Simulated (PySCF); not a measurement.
# A search over the determinants of BeIn

Unrestricted PBE0; basis Be x2c-SVPall, In x2c-SVPall; spin-free X2C with a Gaussian nucleus; PySCF 2.14. Outer shells of the fragments: Be 2s2; In 4d10 5s2 5p1.

Followed along the bond (rough minima from three points):

| 2Ms+1 | unpaired | ⟨S²⟩ at the start | R at minimum (Å) | Te (eV) |
| --- | --- | --- | --- | --- |
| 2 | π ↑ | 0.77 | 2.58 | 0.00 |
| 2 | σ ↑ | 0.76 | 2.81 | 0.02 |
| 4 | σ ↑↑, π ↑ | 3.75 | 2.44 | 1.12 |
| 2 | σ ↑, π ↑↓ | 1.76 | 2.26 | 1.67 |
| 4 | σ ↑, π ↑↑ | 3.76 | none in the scan | ≤ 1.09 |

Solutions found at the starting distance of 2.350 Å, counted from the lowest of them; the search is not exhaustive and high or unbound solutions are not listed, so other states can lie among these:

| 2Ms+1 | unpaired | term | E (eV) | ⟨S²⟩ | ⟨Lz²⟩ | μ (D) |
| --- | --- | --- | --- | --- | --- | --- |
| 2 | π ↑ | ²Π | 0.00 | 0.77 | 1.00 | 0.02 |
| 2 | σ ↑ | ²Σ⁺ | 0.32 | 0.76 | 0.00 | 0.81 |
| 4 | σ ↑, π ↑↑ | ⁴Σ⁻ | 0.99 | 3.76 | 0.00 | 0.46 |
| 4 | σ ↑↑, π ↑ | ⁴Π | 1.03 | 3.75 | 1.00 | 1.60 |
| 2 | σ ↑, π ↑↓ | mixed | 1.59 | 1.76 | 2.01 | 0.21 |
| 2 | σ ↓, π ↑↑ | mixed | 1.85 | 1.76 | 0.00 | 0.05 |
| 4 | σ ↑, π ↑↑ | mixed | 3.06 | 3.76 | 2.00 | -0.30 |

A term symbol is given only where ⟨S²⟩ and ⟨Lz²⟩ are close to those of a pure state; real π, δ and φ orbitals otherwise mix terms. A positive dipole means Be(−)In(+).

Problem. Compare the gap between the two lowest followed solutions at the starting distance with the gap between their minima.

Solution. At PBE0 the second solution (doublet, unpaired electrons σ ↑) lies +0.32 eV from the first (doublet, unpaired electrons π ↑) at 2.350 Å and +0.02 eV at the minima; the two curves relax by different amounts, since their minima lie near 2.81 and 2.58 Å. A gap this small is a tie at this level.

Spin–orbit coupling is left out. Counting both spins, an empty level lies below a filled one in some of these solutions, because spin and occupation are held.
